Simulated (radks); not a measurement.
Values are calculated unless marked as measured or tabulated.
Excited configurations of Tb IV: one electron is placed in a higher orbital outside [Xe] 4f7. The ground configuration is [Xe] 4f8. Level of theory: scalar-relativistic Kohn-Sham, SCAN, spin-unpolarised, spherical densities, finite nucleus; meta-GGA in the generalised Kohn-Sham scheme; Fermi nuclear charge, rms radius 5.06 fm (a radial shooting solver on a logarithmic mesh with Libxc functionals). Excitation = E - E(ground); binding = E(ion) - E, where the ion is the core of charge +4; n* = 4/sqrt(2 binding) in atomic units, and the quantum defect is n - n*.

outer orbital  excitation (eV)  binding (eV)  quantum defect  eigenvalue (eV)  <r> (bohr)
5d                      12.336        31.532           2.373          -26.274       2.035
5f                      30.231        13.637           1.005          -11.475       4.332
6p                      21.558        22.311           2.876          -19.753       3.536
6d                      28.542        15.327           2.231          -13.372       4.717
6f                      34.951         8.918           1.059           -7.734       7.591
7s                      28.711        15.158           3.210          -13.561       5.485
7p                      31.187        12.681           2.857          -11.354       6.298
7d                      34.374         9.495           2.212           -8.401       7.987
7f                      37.617         6.251           1.099           -5.497       11.61

The Delta-SCF ionisation energy is 43.869 eV (NIST Atomic Spectra Database: 39.33 eV, semi-empirical). Self-interaction in the functional shifts the binding energies and quantum defects, so they are the method's values and not measured ones. Spin polarisation and multiplet splitting are left out, so open shells lie too high by an amount that depends on their filling. Spin-orbit splitting is averaged out at the scalar-relativistic level.

Beside tabulated values, note that spin-unpolarised runs miss the spin-polarisation part of the exchange energy of open shells.
